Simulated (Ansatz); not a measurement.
# A geometry optimisation of BGaH5Si with r2SCAN-D4/def2-SVP

The starting geometry of this gas-phase doublet was built from a drawn formula by distance geometry; its bonds are those of `[BH][GaH][SiH3]`.

```tsv
atom	x (Å)	y (Å)	z (Å)
B	0.3378	-2.0044	-0.1133
Ga	0.3815	-0.2377	1.1253
Si	-1.5809	-0.1304	2.2734
H	-0.7426	-2.5014	-0.3229
H	0.3868	0.8367	0.0431
H	-1.6425	1.2647	2.5998
H	-2.6575	-0.4718	1.3202
H	-1.6190	-1.0286	3.3671
```

Predict what it relaxes into with r2SCAN-D4/def2-SVP.

It keeps its bonds, and is `[BH][GaH][SiH3]`.

The energy falls by 1.64 eV over 27 steps:

```tsv
step	E − E(last) (eV)
1	1.638
4	0.366
7	0.059
10	0.018
13	0.015
15	0.014
18	0.009
21	0.003
24	0.000
27	0.000
```

Final geometry (Å):

```csv
atom,x (Å),y (Å),z (Å)
B,-0.1155,-1.8917,-0.4728
Ga,0.0810,-0.3927,0.7966
Si,-1.7343,0.0009,2.3220
H,-0.3243,-2.8177,-1.2080
H,1.3473,0.5153,0.8360
H,-2.2585,1.3942,2.1519
H,-2.8765,-0.9463,2.1318
H,-1.2556,-0.1348,3.7353
```

No frequencies were run, so the end isn't proven a minimum. Open shells are spin-unrestricted. Run with Ansatz 0.2.0, 3.2 min on 2 threads of Arm Neoverse V2 (shared host).
